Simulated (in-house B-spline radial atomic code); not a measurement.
OLYP excitations of C2+

Method: OLYP. Computed with an all-electron radial atomic-structure program (B-spline basis): linear response of the closed shell [He] 2s2 with the functional's adiabatic kernel; non-relativistic, point nucleus, no spin-orbit coupling, no double excitations, S, P, D and F terms only.

Command:
```bash
python run_td.py task.json out
```
Settings (radii: box in bohr, nucleus in fm):
```
Z                        6
electrons                4
configuration            [He] 2s2
hamiltonian              nr
method                   optx,lyp
box_radius               29.48
intervals                49
```

Time taken, with all properties: 0.1 s on 1 thread of Arm Neoverse N1, on a shared host.

The lowest states, in the order of their Tamm-Dancoff energies; the method's threshold (minus the highest occupied level) is 40.34 eV. Labels give the largest channel, * marks a mixed state, and oscillator strengths are full-response dipole values. Semilocal kernels can invert the small singlet-triplet splittings of Rydberg terms. Energies in eV:

```
     state  full response  Tamm-Dancoff  oscillator strength
2s → 2p 3P          4.818         5.783                    -
2s → 2p 1P              ?             ?                    ?
2s → 3s 3S         27.422        27.446                    -
2s → 3s 1S         28.491        28.533                    -
2s → 3p 3P         29.570        29.601                    -
2s → 3p 1P         29.907        29.926                0.189
2s → 3d 3D          30.88         30.93                    -
2s → 3d 1D          31.45         31.46                    -
2s → 4s 3S              ?             ?                    -
2s → 4s 1S          35.15         35.16                    -
2s → 4p 3P          35.56         35.57                    -
2s → 4p 1P          35.65         35.66               0.0483
2s → 4d 3D          36.05         36.07                    -
2s → 4d 1D          36.23         36.23                    -
```

**Question.** Where does 2s → 4s 3S lie?

**Answer.** At 34.88 eV in full response, 34.88 eV in Tamm-Dancoff.

**Question.** Where does 2s → 2p 1P lie?

**Answer.** At 12.116 eV in full response, 12.768 eV in Tamm-Dancoff, oscillator strength 0.771.

**Question.** How large is the singlet-triplet splitting of 2s → 2p (P terms) in Tamm-Dancoff?

**Answer.** 6.99 eV, from the unrounded values.

**Question.** What polarisabilities and dispersion coefficient does the method give?

**Answer.** Dipole 4.25 bohr³, quadrupole 5.506 bohr⁵, C6 6.637 hartree·bohr⁶ for two such species.
